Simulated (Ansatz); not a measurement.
Two isomers of C7H14: A = `C[C@@H]1CC[C@@H](C)C1`, B = `C[C@@H]1CCC[C@@H]1C`.

Program: Ansatz. Geometries: PBE0-D4/def2-TZVP. ΔE: electronic, gas phase. CBS: MP2 limit from def2 TZ/QZ plus the TZ coupled-cluster correction, frozen cores. Functionals use def2-TZVPP.

A:

Z-matrix (Å, degrees):
```
C
C 1 1.516
H 1 1.093 2 111.5
H 1 1.094 2 111.5 3 120.4
H 1 1.095 2 110.6 3 -119.7
C 2 1.530 1 114.4 3 -179.7
C 2 1.543 1 114.2 3 60.3
H 2 1.097 1 108.3 3 -60.2
C 6 1.520 2 103.4 1 -159.6
H 6 1.093 2 112.7 1 76.9
H 6 1.097 2 109.6 1 -42.5
C 7 1.543 2 107.0 1 138.4
H 7 1.094 2 110.9 1 -100.6
H 7 1.094 2 110.8 1 17.3
H 9 1.097 6 109.8 2 -74.1
H 9 1.093 6 113.9 2 165.6
C 12 1.516 7 114.2 2 138.5
H 12 1.097 7 108.1 2 -100.9
H 17 1.095 12 110.6 7 -59.4
H 17 1.094 12 111.5 7 -179.3
H 17 1.093 12 111.5 7 60.3
```

B:

```xyz
21

C     0.752   -0.322    1.639
C    -0.496    0.088    0.871
C    -1.259   -1.124    0.335
C    -0.532   -1.510   -0.964
C     0.213   -0.237   -1.414
C    -0.197    0.860   -0.424
C     0.795    2.001   -0.315
H     0.484   -0.938    2.502
H     1.436   -0.909    1.018
H     1.304    0.544    2.010
H    -1.130    0.688    1.534
H    -2.290   -0.831    0.113
H    -1.308   -1.946    1.054
H     0.172   -2.326   -0.789
H    -1.233   -1.866   -1.721
H     1.296   -0.387   -1.370
H    -0.017    0.044   -2.444
H    -1.156    1.274   -0.762
H     0.478    2.739    0.427
H     1.786    1.640   -0.027
H     0.901    2.518   -1.272
```

Problem. Which is lower in electronic energy at CCSD(T)/CBS, and by how much? (An estimate is asked.)

Solution. The calculation gave: A, by 0.7 kcal/mol.

Problem. Give E(B) − E(A) in kcal/mol with HF/def2-TZVPP, ωB97M-V, PBE-D4, MP2/def2-TZVPP, CCSD(T)/def2-TZVPP, r2SCAN-D4, PBE0-D4. (An estimate is asked.)

Solution. The calculation gave: HF/def2-TZVPP 2.3, ωB97M-V 0.7, PBE-D4 1.1, MP2/def2-TZVPP 0.4, CCSD(T)/def2-TZVPP 0.7, r2SCAN-D4 1.0, PBE0-D4 1.0. None reverses the order clearly.

Largest T1 diagnostic: 0.009.

In def2-TZVPP, CCSD(T) changes the Hartree–Fock value by −1.6 kcal/mol (the triples alone add −0.2 kcal/mol) and MP2 by −1.9 kcal/mol. The D4 term adds −1.0 kcal/mol with B3LYP and −0.5 kcal/mol with PBE0; it sums over pairs of atoms, weighted by their polarisabilities, and B3LYP, whose exchange is more repulsive, gets the larger term.

B3LYP here is the variant with VWN-RPA as its local correlation; programs differ in this.
